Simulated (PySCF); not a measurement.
# Hartree-Fock beside MP2: ClH3NSi cation

All numbers below are calculated, not measured. The program is PySCF 2.14.0, an open-source quantum chemistry code, run on an isolated molecule that a program drew, which may never have been made. The molecule is ClH3NSi cation (charge +1, singlet), drawn as the SMILES string `N[SiH+]Cl`.

The geometry was optimised and harmonic frequencies were computed with HF and MP2, all in the cc-pV(D+d)Z basis, for the commonest isotopes, with a restricted reference for singlets and an unrestricted one otherwise, and a frozen core in MP2. Each result is a local minimum of its method.

Geometry at the HF minimum:
```xyz
6
ClH3NSi cation, angstrom
N    -0.0728    2.0362   -0.2921
Si   -0.6353    2.1657   -1.8113
Cl   -2.4937    2.7022   -2.1279
H    -0.6184    2.2154    0.5360
H     0.8751    1.7640   -0.0824
H     0.2450    1.8818   -2.9297
```

Lengths of the bonds as drawn, in Å (atoms numbered as above):
```
   bond     HF    MP2
 N1-Si2  1.625  1.644
Si2-Cl3  1.960  1.966
  N1-H4  1.008  1.023
  N1-H5  1.008  1.024
 Si2-H6  1.451  1.459
```

Rotational constants, in GHz:
| constant | HF | MP2 |
|---|---|---|
| A | 27.53 | 27.37 |
| B | 4.101 | 4.035 |
| C | 3.569 | 3.517 |

Harmonic frequencies in cm^-1, each column in rising order, so a row needn't be the same motion in every method:
```
rank    HF   MP2
   1   257   241
   2   468   451
   3   632     ?
   4   651   638
   5   691   665
   6   774   722
   7   958   904
   8  1094  1045
   9  1670  1543
  10  2493  2424
  11  3721  3541
  12  3818  3649
```

**Estimate the missing MP2 frequency from the HF column.**

A single factor s that minimises the squared misfit of MP2 against s times HF over the other rows is sum(HF x MP2) / sum(HF^2) = 0.9544, with an rms misfit of 22 cm^-1. For rank 3 it gives 0.9544 x 632 = 603 cm^-1. The calculation gives 563 cm^-1, 40 cm^-1 below the estimate. The drawn bonds are on average 1.0 % longer in MP2 than in HF.
